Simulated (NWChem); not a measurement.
C2H5BrSi; SMILES C([SiH2]Br)=C

```xyz
9

Si    -0.8565    -0.6083     0.0035
Br     0.2024     1.3797     0.0196
C      0.3322    -1.9599    -0.4947
C      0.6530    -2.9810     0.3259
H     -1.3770    -0.8844     1.3848
H     -1.9942    -0.4772    -0.9687
H      0.7840    -1.9209    -1.5033
H      1.3478    -3.7826     0.0206
H      0.2354    -3.0625     1.3449
```
Atoms are numbered in this order, from 1.

All runs: NWChem. Medium grid unless said otherwise, to which SCAN and Minnesota functionals are sensitive. Geometry: optimised at PBE-D3(BJ)/def2-SVP.

Question: Order these by “orbital gap (eV)”, lowest first: PW6B95/def2-TZVP; PBE/def2-TZVP; BHandHLYP/def2-TZVP; B3PW91/def2-TZVP; MN15-L/def2-TZVP.

Answer: PBE/def2-TZVP (4.87), MN15-L/def2-TZVP (5.74), B3PW91/def2-TZVP (6.64), PW6B95/def2-TZVP (7.18), BHandHLYP/def2-TZVP (9.13)
